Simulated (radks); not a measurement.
Values are calculated unless marked as measured or tabulated.
Question: Code: a radial shooting solver on a logarithmic mesh with Libxc functionals. Model: Dirac Kohn-Sham, PBE, spin-unpolarised, spherical densities, point nucleus; open shells are shared between the two j in proportion to 2j + 1. Each species is in its NIST ground configuration. Rank As+, Bi+, Sb+, N+, P+ by Delta-SCF ionisation energy (eV), largest first.

Answer: N+ 28.854, P+ 19.147, As+ 17.922, Sb+ 15.989, Bi+ 15.425.
